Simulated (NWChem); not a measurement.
Species: AlH₃SeO; SMILES [OH][AlH][SeH]

```xyz
6

Al    -0.4733    -1.1473     0.0003
H     -1.9713    -1.6531    -0.0003
O      0.8648    -2.1998     0.0001
H      0.8385    -3.1577    -0.0005
Se     0.0119     1.1094     0.0018
H      1.4546     0.8204     0.0019
```
Atoms are numbered in this order, from 1.

Computed with NWChem. Pople sets run with spherical d functions. The geometry was optimised at PBE0/def2-SVP. B3LYP is NWChem's, with the RPA form of VWN correlation. GIAO values for the isolated, static molecule; σ is the absolute isotropic shielding, δ = σ(reference) − σ with the isolated reference molecule computed at the same levels (1H: tetramethylsilane, 17O: water). Spin-orbit effects, on the heavy nuclei and on their neighbours, are missing.

For level PBE/pcSseg-1:

```
Item         Result
-----------  ------
σ Al1 (ppm)   354.9
δ H2 (ppm)     5.23
δ O3 (ppm)     84.3
δ H4 (ppm)     2.89
σ Se5 (ppm)  2130.2
δ H6 (ppm)     0.86
```

Question: How do the values read with level B3LYP/6-31G* instead?

Answer: The σ Al1 (ppm) is 425.0, the δ H2 (ppm) comes out as 5.58 and the δ O3 (ppm) comes out as 68.3. The δ H4 (ppm) comes out as 2.54 and the σ Se5 (ppm) comes out as 2238.3. The δ H6 (ppm) comes out as 0.58.
